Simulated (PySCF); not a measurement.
**Computed structure and properties of CeH3(H2O)**

System: CeH3(H2O) (singlet in the valence; each metal's 4f electrons, 1 of them, lie in its core potential, out of spins and levels); start: displaced along the imaginary mode (C1). Method: PySCF 2.14.0, RKS PBE0, Ce lcecp-1-SVP with ECP47, H def2-SVP, O def2-SVP; non-relativistic Hamiltonian with scalar-relativistic core potentials where named; density fitting; no spin-orbit coupling.

Input of the relaxation:

```python
mol = gto.M(atom='''
Ce     0.15309    -0.16866     0.17100
H      0.88383     1.69274     0.94785
H     -1.02338    -1.44426     1.39372
H      0.54474    -0.64944    -1.90714
O     -1.23841     1.29472    -1.30714
H     -1.14463     2.27449    -1.25412
H     -0.85837     0.99206    -2.17287''',
    basis={'Ce': 'lcecp-1-SVP', 'H': 'def2-SVP', 'O': 'def2-SVP'},
    ecp={'Ce': 'lcecp-1-SVP'},
    charge=0, spin=0)
mf = dft.RKS(mol, xc='PBE0')
mf.grids.atom_grid = (50, 194)  # f atoms: unpruned, at least (60, 302)
mf = mf.density_fit()  # fitting sets: Ce AutoAux, H def2-universal-JKFIT, O def2-universal-JKFIT
mf.conv_tol = 1e-08; mf.max_cycle = 55
mf.kernel(dm0)  # dm0: converged density of the start geometry
# quasi-Newton relaxation in Cartesian coordinates to a largest gradient under 0.00045 Eh/bohr, steps kept in the point group
```

Run from Python with OMP_NUM_THREADS=2; the lines above give its settings. Where DIIS fails, smearing, a level shift and second-order steps follow.
It took 49 s on 2 threads of Arm Neoverse V2 (shared host), from the converged density of the start.

Course of the relaxation:

```json
{"step": "0", "energy above end (eV)": "0.1060", "largest force component within the symmetry (eV/Å)": "0.936"}
{"step": "1", "energy above end (eV)": "0.0881", "largest force component within the symmetry (eV/Å)": "0.146"}
{"step": "2", "energy above end (eV)": "0.0867", "largest force component within the symmetry (eV/Å)": "0.067"}
{"step": "3", "energy above end (eV)": "0.0842", "largest force component within the symmetry (eV/Å)": "0.117"}
{"step": "4", "energy above end (eV)": "0.0804", "largest force component within the symmetry (eV/Å)": "0.215"}
{"step": "5", "energy above end (eV)": "0.0717", "largest force component within the symmetry (eV/Å)": "0.401"}
{"step": "6", "energy above end (eV)": "0.0654", "largest force component within the symmetry (eV/Å)": "0.772"}
{"step": "7", "energy above end (eV)": "0.0483", "largest force component within the symmetry (eV/Å)": "0.422"}
{"step": "20", "energy above end (eV)": "0.0004", "largest force component within the symmetry (eV/Å)": "0.022"}
{"step": "21", "energy above end (eV)": "0.0003", "largest force component within the symmetry (eV/Å)": "0.028"}
{"step": "22", "energy above end (eV)": "0.0002", "largest force component within the symmetry (eV/Å)": "0.028"}
{"step": "23", "energy above end (eV)": "0.0001", "largest force component within the symmetry (eV/Å)": "0.032"}
{"step": "24", "energy above end (eV)": "0.0000", "largest force component within the symmetry (eV/Å)": "0.026"}
{"step": "25", "energy above end (eV)": "0.0000", "largest force component within the symmetry (eV/Å)": "0.013"}
```
(The steps between are left out.)

Relaxed geometry (C1):

```xyz
7

Ce    0.0004    0.1254    0.2681
H     1.3999    1.2768    1.3591
H    -0.9578   -1.4278    1.3303
H     0.4130   -0.2186   -1.8624
O    -1.3612    1.3093   -1.4098
H    -1.4564    2.1716   -1.8306
H    -0.7210    0.7550   -1.9834
```

```tsv
contact	Å
Ce1–H2 (H)	2.115
Ce1–H3 (H)	2.112
Ce1–H4 (H)	2.197
Ce1–H7 (H2O)	2.447
```

Short contacts between ligands at the end: H4···H7 1.50 Å.

On the finer grid (75, 302):

- HOMO: -6.43 eV
- LUMO: -1.37 eV
- Dipole about the centre of mass: 3.85 D
- Set of Mulliken populations of Ce1 outside the core potential: s 2.46, p 6.35, d 1.37, f 0.03
- D3(BJ) dispersion energy (not in the energies): -0.081 eV

```json
{"atom": "Ce1", "Mulliken (e)": "0.79", "Löwdin (e)": "0.52", "spin (e)": "0.00"}
{"atom": "H2", "Mulliken (e)": "-0.27", "Löwdin (e)": "-0.21", "spin (e)": "0.00"}
{"atom": "H3", "Mulliken (e)": "-0.27", "Löwdin (e)": "-0.21", "spin (e)": "0.00"}
{"atom": "H4", "Mulliken (e)": "-0.36", "Löwdin (e)": "-0.22", "spin (e)": "0.00"}
{"atom": "O5", "Mulliken (e)": "-0.34", "Löwdin (e)": "-0.07", "spin (e)": "0.00"}
{"atom": "H6", "Mulliken (e)": "0.22", "Löwdin (e)": "0.12", "spin (e)": "0.00"}
{"atom": "H7", "Mulliken (e)": "0.22", "Löwdin (e)": "0.08", "spin (e)": "0.00"}
```

The 4f levels lie in the core potential and are missing. Their spin isn't counted.

On the grid (50, 194), as all that follows. Harmonic modes: a minimum; lowest 186 cm⁻¹ (negative: unstable), highest 3909 cm⁻¹, zero-point energy 1.024 eV.

Taking off one H (charge -1, singlet; the rest: singlet) in vacuum, both parts rigid, costs 9.01 eV; the small basis without counterpoise inflates it. Most of it is the attraction of opposite charges; other ways to part are cheaper, and one spin state was tried for the rest.

Rigid scan of H along the line from its metal:

```tsv
distance to H2 (Å)	energy (eV)
1.82	0.426
1.92	0.170
2.02	0.038
2.12	0.000
2.22	0.031
2.32	0.113
2.52	0.374
2.82	0.879
3.22	1.579
3.72	2.361
```

Taking off one H2O (charge 0, singlet; the rest: singlet) in vacuum, both parts rigid, costs 1.46 eV; the small basis without counterpoise inflates it.

Rigid scan of H2O along the line from its metal:

distance to O5 (Å), energy (eV) and a bar:
```
     2.16      0.422 ############
     2.26      0.159 #####
     2.36      0.034 #
     2.46      0.000 
     2.56      0.025 #
     2.66      0.086 ##
     2.86      0.260 #######
     3.16      0.535 ###############
     3.56      0.821 #######################
     4.06      1.049 ##############################
```

One start shape was tried, so this needn't be the lowest isomer.

An lcecp potential fixes the number of 4f electrons, so in runs with it no electron can move into or out of that shell.
